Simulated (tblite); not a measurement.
Species: C7H15P.
Geometry (GFN2-xTB, Å), atoms numbered from 1 in this order:
```xyz
23
C7H15P angstrom
C      3.4096    0.7666    0.4490
C      2.1755    1.0016   -0.4185
C      0.9915    0.2206    0.1024
C      0.8758   -1.2393   -0.2469
P     -0.4093   -0.1802   -1.0410
C     -1.7897   -0.3498    0.2354
C     -2.7947   -1.3930   -0.2425
C     -2.4618    1.0047    0.4360
H      3.2235    1.0947    1.4698
H      4.2610    1.3197    0.0590
H      3.6632   -0.2911    0.4712
H      1.9371    2.0684   -0.4287
H      2.3852    0.6979   -1.4470
H      0.7127    0.4909    1.1179
H      0.5710   -1.9350    0.5240
H      1.6279   -1.6401   -0.9145
H     -1.3516   -0.6810    1.1847
H     -3.5941   -1.5151    0.4870
H     -3.2369   -1.0871   -1.1891
H     -2.3092   -2.3565   -0.3888
H     -1.7411    1.7450    0.7797
H     -3.2592    0.9291    1.1741
H     -2.8912    1.3559   -0.5007
```

All values are computed: GFN2-xTB (tblite) harmonic vibrations without scaling, gas phase. This tight-binding method is rough: wavenumbers can miss measured ones by several per cent, in bad cases by 10 to 20. One conformer, not necessarily the lowest.

Harmonic wavenumbers (cm⁻¹): 40.5, 77.4, 115.5, 140.0, 202.7, 214.3, 218.1, 240.9, 283.1, 296.7, 343.4, 420.4, 432.9, 645.6, 691.5, 732.2, 815.8, 825.2, 873.8, 930.1, 937.3, 942.9, 982.1, 999.2, 1008.9, 1040.1, 1054.1, 1089.5, 1130.9, 1153.1, 1166.6, 1182.9, 1241.6, 1244.6, 1291.8, 1302.0, 1348.7, 1405.6, 1411.0, 1415.7, 1418.3, 1489.8, 1490.6, 1494.1, 1500.4, 1501.0, 1502.8, 1506.1, 2894.5, 2958.9, 2973.8, 2987.0, 3006.9, 3011.2, 3015.5, 3018.8, 3025.2, 3026.3, 3027.5, 3032.5, 3036.4, 3040.4, 3055.3.

A = 3675, B = 847.6, C = 780.0 MHz; mass 130.091 u (most abundant isotopes); point group C1, symmetry number 1.

Problem. Zero-point energy?

Solution. Half the sum of the wavenumbers: 44451 cm⁻¹ = 127.09 kcal/mol.

Problem. Entropy at 273.15 K, 1 bar (ideal gas, RRHO, classical rotation)?

Solution. Translation 40.09, rotation 29.01, vibration 29.02: S = 98.1 cal/(mol K).

Problem. And Cp and H(273.15 K) − H(0)?

Solution. Cp = 38.35 cal/(mol K), of which vibrations give 30.40 (their classical limit is 63 R = 125.2); H(273.15 K) − H(0) = 6.42 kcal/mol without the zero-point energy, 4.24 from vibrations.

Problem. Blend soft modes into free rotors: weight 1/[1 + (100 cm⁻¹/ν̃)⁴] for the oscillator and the rest for a rotor with moment μB/(μ + B), μ = h/(8π²ν), B = 10⁻⁴⁴ kg m². What vibrational entropy results?

Solution. 26.97 cal/(mol K) in place of 29.02, which changes −T·S at 273.15 K by +0.56 kcal/mol.

Problem. What must be added to the electronic energy to get the Gibbs energy at 273.15 K and 1 bar?

Solution. ZPE + [H(273.15 K) − H(0)] − T·S = 127.09 + 6.42 − 26.80 = 106.71 kcal/mol.

Problem. Which modes carry the vibrational entropy at 273.15 K?

Solution. 40.5 cm⁻¹: 5.06; 77.4 cm⁻¹: 3.78; 115.5 cm⁻¹: 3.01; 140.0 cm⁻¹: 2.64; 202.7 cm⁻¹: 1.95; 214.3 cm⁻¹: 1.85 cal/(mol K); the other 57 give 10.73 together.

Hindered rotation and anharmonicity are outside this model. Other conformers, if any are populated, would add a mixing term that is left out. The structure is chiral; the term R ln 2 for an equal mix with its mirror image is left out.

Run on Arm Neoverse V2, one thread, no GPU (shared host). This covers the Hessian and the dipole derivatives.
